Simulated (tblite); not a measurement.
Compound: C₇H₃ClOS.
Numbering: `[CH:1]#[C:2][c:3]1[c:4]([Cl:5])[s:6][cH:7][cH:8][c:9]1=[O:10]` (hydrogens: H11 on C1; H12 on C7; H13 on C8)

Computed with GFN2-xTB (tblite), gas phase: Langevin dynamics at 300 K from the optimised GFN2-xTB geometry, time step 0.5 fs, friction 0.01 fs⁻¹, 2000 steps.

Start geometry:
```
atom  x, y, z in Å
C1      3.110   -0.666   -0.168
C2      1.965   -0.310   -0.107
C3      0.604    0.065   -0.033
C4      0.277    1.378    0.022
Cl5     1.493    2.607    0.004
S6     -1.333    2.019    0.118
C7     -2.269    0.567    0.124
C8     -1.781   -0.677    0.066
C9     -0.372   -1.048   -0.017
O10    -0.016   -2.211   -0.068
H11     4.111   -0.977   -0.220
H12    -3.328    0.768    0.183
H13    -2.465   -1.514    0.078
```

The statistics below take the 31 frames saved every 25 fs from 250 to 1000 fs; their kinetic temperature (all 3N coordinates) averages 303 K.

Task: Give the mean, spread and extremes of the bond lengths.

Result: 
```
  bond  start (Å)  mean (Å)  standard deviation (Å)  shortest (Å)  longest (Å)
 C1≡C2      1.201     1.203                   0.016         1.167        1.234
 C2–C3      1.414     1.417                   0.023         1.373        1.463
 C3–C4      1.354     1.355                   0.020         1.313        1.389
C4–Cl5      1.729     1.732                   0.032         1.678        1.815
 C4–S6      1.735     1.742                   0.026         1.697        1.803
 S6–C7      1.728     1.734                   0.040         1.656        1.803
 C7–C8      1.337     1.344                   0.033         1.276        1.427
 C8–C9      1.459     1.467                   0.027         1.420        1.550
C9=O10      1.218     1.218                   0.016         1.182        1.256
 C3–C9      1.480     1.488                   0.035         1.422        1.583
C1–H11      1.049     1.053                   0.027         1.013        1.114
C7–H12      1.079     1.084                   0.031         1.025        1.169
C8–H13      1.081     1.086                   0.019         1.055        1.116
```

Task: How widely does the potential energy scatter, against a harmonic estimate?

Result: Mean 0.40 eV above the start, standard deviation 0.102 eV, range 0.25 to 0.69 eV. For 33 classical harmonic modes at 300 K the canonical values are 33kT/2 = 0.43 eV and kT·√(33/2) = 0.105 eV.

The run is classical and short, so these are rough statistics of one trajectory.

The cost below is that of the whole dynamics run. Hardware: Arm Neoverse V1, one thread, shared host with 32 logical CPUs at a one-minute load of 31. Cost: 18 s of wall time, 0.18 GiB resident at most.
